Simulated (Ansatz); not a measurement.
Cartesian coordinates (Å):
SMILES: [SiH3][Si@@H]1CO1
```xyz
10

Si    -1.7909     0.2501     0.0483
Si     0.3210    -0.7197     0.2647
C      1.8312     0.2871     0.3938
O      1.4516    -0.3138    -0.9049
H     -2.5323     0.1111     1.3255
H     -1.6290     1.6852    -0.2781
H     -2.5631    -0.4201    -1.0252
H      0.3537    -2.1282     0.7203
H      1.8042     1.3730     0.3808
H      2.7536    -0.1249     0.7936
```
Charge 0, multiplicity 1.

All values below come from frozen-core CCSD(T)/cc-pVTZ // B3LYP-D3(BJ)/def2-TZVP in Ansatz (a first-principles code).

```yaml
HF energy: -694.12309 Ha
MP2 correlation energy: -0.65192 Ha
```

Problem. Estimate the CCSD correlation energy, the (T) correction, the total energy and the T1 diagnostic.

Solution. 
The CCSD correlation energy is -0.69614 Ha and the (T) correction comes out as -0.02850 Ha. The CCSD(T) total energy is -694.84773 Ha and the T1 diagnostic comes out as 0.015.
